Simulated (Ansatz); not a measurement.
Ansatz (a quantum-chemistry and plane-wave program) input file for Si(Me)(OH)3 (CH6O3Si), SMILES C[Si](O)(O)O, PBE0/def2-TZVPD. Coordinates come from a B3LYP-D3(BJ)/def2-SVP optimisation. A frequency run showed that this geometry is not a minimum. Other conformers were not sampled.

Ansatz 0.2 input:
```yaml
crystal:
  periodic: [false, false, false]
  atoms:
    - {symbol: C, position_ang: [-0.00000000, 0.00000001, -1.84487900]}
    - {symbol: Si, position_ang: [-0.00000000, -0.00000000, 0.00704208]}
    - {symbol: O, position_ang: [1.26822078, 0.91438583, 0.58474737]}
    - {symbol: O, position_ang: [0.15777096, -1.55550433, 0.58474736]}
    - {symbol: O, position_ang: [-1.42599174, 0.64111850, 0.58474737]}
    - {symbol: H, position_ang: [0.85178741, -0.57960645, -2.23386445]}
    - {symbol: H, position_ang: [-0.92784760, -0.44786630, -2.23386446]}
    - {symbol: H, position_ang: [0.07606021, 1.02747276, -2.23386445]}
    - {symbol: H, position_ang: [1.84352601, 0.46226322, 1.21278046]}
    - {symbol: H, position_ang: [-0.52143131, -1.82767197, 1.21278046]}
    - {symbol: H, position_ang: [-1.32209470, 1.36540875, 1.21278046]}
basis:
  gaussian:
    orbitals: def2-TZVPD
hamiltonian:
  xc: {name: PBE0}
```

Program output:

```
WARN ansatz: RAYON_NUM_THREADS=2 ignored (pool sized by the plan → 2); use --threads N
Functional definition: PBE0
integrals: 0.20 GiB planned
1328 factors; their error is unknown
mean field: 1.73 GiB planned
mean field evaluation 1: about -15136.2536 eV, gradient 9.3e1 eV
mean field evaluation 2: about -15122.0871 eV, gradient 1.3e2 eV
mean field evaluation 4: about -15150.6175 eV, gradient 4.6e0 eV
mean field evaluation 8: about -15150.6597 eV, gradient 2.8e-2 eV
mean field -15150.67380262 eV, -556.7769927506 hartree, gradient 6.6e-5 eV, S^2 0.000000; 0 other end points of the search recorded, 0 dependent functions left out
reference -15150.67385042 eV, -556.7769945074 hartree; 25, 25 occupied and 229, 229 virtual orbitals, 1328 factors
Total energy: -15150.67385042 eV, -556.7769945074 hartree
```

Self-consistency was reached.
